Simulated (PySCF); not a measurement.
A GIAO shielding run with PySCF (density fitting, non-relativistic, gas phase) on `C#CC#CB(F)F`, C$_{4}$HBF$_{2}$:

```
$ OMP_NUM_THREADS=1 python probes_run.py task.json out

{"job": {"kind": "nmr", "xc": "PBE0", "basis": "6-31G", "pop": true}, "charge": 0, "multiplicity": 1}
C      2.883510    -0.363796     1.089878
C      1.711381    -0.213910     0.799844
C      0.393507    -0.046029     0.472475
C     -0.785551     0.098272     0.178534
B     -2.253378     0.281031    -0.190834
F     -2.749597     1.476752    -0.429717
F     -3.063787    -0.752130    -0.283895
H      3.918895    -0.499343     1.345978
```

Hardware: 1 thread of an Arm Neoverse V2, shared host. The job also computes population analyses, field gradients.

(1) How large is the calculation?

(2) How long does it take, and how much memory does it need?

(3) And these other runs on the same molecule and hardware: GIAO shielding at B3LYP/pcSseg-2; GIAO shielding at B97-2/pcSseg-2; GIAO shielding at KT3/pcSseg-2; GIAO shielding at LC-wPBE/pcSseg-2; GIAO shielding at LDA/pcSseg-2; GIAO shielding at OPBE/pcSseg-2?

## Answers

(1) 48 electrons, 65 basis functions and 578 auxiliary functions.

(2) 3.8 s of wall time, with 14 SCF cycles and 5 response iterations; peak memory 0.42 GiB. Times on a shared host scatter by some tens of per cent.

(3) B3LYP/pcSseg-2: 266 functions, 22 s; B97-2/pcSseg-2: 266 functions, 23 s; KT3/pcSseg-2: 266 functions, 30 s; LC-wPBE/pcSseg-2: 266 functions, 37 s; LDA/pcSseg-2: 266 functions, 25 s; OPBE/pcSseg-2: 266 functions, 30 s.
